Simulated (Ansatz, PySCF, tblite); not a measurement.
Dissociation curve of Cr(O)2(Cl)2, SMILES [Cl][Cr]([Cl])(=[O])=[O], singlet. The Cr1–Cl5 bond (Cr1 also carries Cl, O, O; Cl5 carries nothing else) is pulled apart rigidly from the PBE0/def2-TZVP optimised geometry.

RKS-B3LYP = restricted B3LYP/def2-TZVP run with Ansatz (a program for electronic structure); GFN2-xTB, 300 K electronic temperature (tblite); UHF/3-21G = unrestricted Hartree-Fock/3-21G in PySCF 2.14.0; RKS-B3LYP/LANL2DZ = restricted B3LYP/LANL2DZ, with its core potentials past Ne (PySCF).

Energies are in kcal/mol, each relative to the lowest point of its own curve near equilibrium.

| R / Å | RKS-B3LYP | GFN2-xTB | UHF/3-21G | RKS-B3LYP/LANL2DZ |
|---|---|---|---|---|
| 1.72 | (withheld) | 33.8 | 81.0 | (withheld) |
| 1.84 | 24.7 | 9.0 | 38.9 | 30.1 |
| 1.97 | 5.9 | 0.5 | 14.3 | 8.6 |
| 2.04 | (withheld) | 0.0 | 6.7 | (withheld) |
| 2.11 | 0.0 | 1.1 | 2.0 | 0.5 |
| 2.16 | 0.1 | 2.7 | 0.1 | 0.0 |
| 2.26 | 2.7 | 6.8 | 0.0 | (withheld) |
| 2.39 | 9.0 | 13.6 | 27.5 | 6.5 |
| 2.57 | (withheld) | 24.1 | — | 16.3 |
| 2.76 | 32.7 | 35.3 | — | 27.6 |
| 3.08 | 51.9 | 52.6 | — | 45.3 |
| 3.42 | 68.0 | 67.7 | — | 60.2 |
| 3.88 | 83.2 | 82.3 | — | 74.1 |
| 4.37 | 93.2 | 91.5 | — | 83.1 |
| 5.13 | 101.4 | 97.8 | — | 90.6 |
| 6.09 | 105.8 | 100.0 | — | 94.5 |

What belongs in the gaps?


- 1.72, RKS-B3LYP: 60.7
- 1.72, RKS-B3LYP/LANL2DZ: 70.3
- 2.04, RKS-B3LYP: 1.6
- 2.04, RKS-B3LYP/LANL2DZ: 3.1
- 2.26, RKS-B3LYP/LANL2DZ: 1.4
- 2.57, RKS-B3LYP: 20.2

A dash means that the run gave no value there, or that the column was ended at a point which the program doubted or which failed a test of continuity chosen for this set; such a test can also cut sound points.

The restricted form behind RKS-B3LYP, RKS-B3LYP/LANL2DZ keeps the bonding electrons paired and can't separate into open-shell fragments. The unrestricted solution behind UHF/3-21G changes between 2.26 and 2.39 Å, which can leave a kink. The unrestricted determinant behind UHF/3-21G is spin-contaminated at 1.72 to 6.09 Å (<S²> up to 2.5, against 0.00 for a pure singlet).
